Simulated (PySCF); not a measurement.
BHO, SMILES O=B.

Coordinates come from a PBE-D3(BJ)/def2-TZVPD optimisation.

Computed with PBE-D3(BJ)/def2-TZVPD (PySCF 2.14.0).

No scaling factor is applied to the harmonic values.

Modes within 1.5 cm⁻¹ of each other (mostly degenerate sets) share a row, with their intensities summed.

```
mode  ν (cm⁻¹)  IR (km/mol)  moving atoms (share of kinetic energy)
----  --------  -----------  --------------------------------------
1–2        743         17.4                          H 70 %, B 26 %
3         1807         50.8                  B 44 %, O 41 %, H 15 %
4         2830          6.5                          H 81 %, B 17 %
```
